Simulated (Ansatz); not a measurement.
Input:

```yaml
crystal:
  periodic: [false, false, false]
  atoms:
    - { symbol: "N", position_ang: [-0.8689, -2.2471, -0.1972] }
    - { symbol: Si, position_ang: [-0.9845, -0.4282, -0.4139] }
    - { symbol: F, position_ang: [-2.5148, 0.1599, -0.925] }
    - { symbol: "N", position_ang: [-0.2677, 0.448, 0.9967] }
    - { symbol: C, position_ang: [0.8338, 1.0234, 0.3136] }
    - { symbol: O, position_ang: [0.7335, 2.4419, 0.3675] }
    - { symbol: Se, position_ang: [0.7755, 0.3908, -1.5431] }
    - { symbol: H, position_ang: [-1.0479, -2.601, -1.1586] }
    - { symbol: H, position_ang: [0.0687, -2.4252, 0.0956] }
    - { symbol: H, position_ang: [-0.0042, -0.2901, 1.6947] }
    - { symbol: H, position_ang: [1.769, 0.6941, 0.8354] }
    - { symbol: H, position_ang: [1.5844, 2.7784, -0.0317] }
basis:
  gaussian: { orbitals: def2-SVP }
hamiltonian:
  xc: { name: BHLYP }
  dispersion: d4
relax:
  f_tol: 0.015
  max_steps: 40
```

Run as:

```bash
$ ansatz run input.yaml --threads 2 --pin off --max-ram 3072MiB --backend cpu --events-out ev --progress --plain --runs-dir out
```

Hardware: 2 threads of Arm Neoverse V2, with other jobs on the host.

Question: Roughly how long does this run take, and how much memory?

Answer: 83 s, with a peak of 0.48 GiB, for 13 ionic steps.
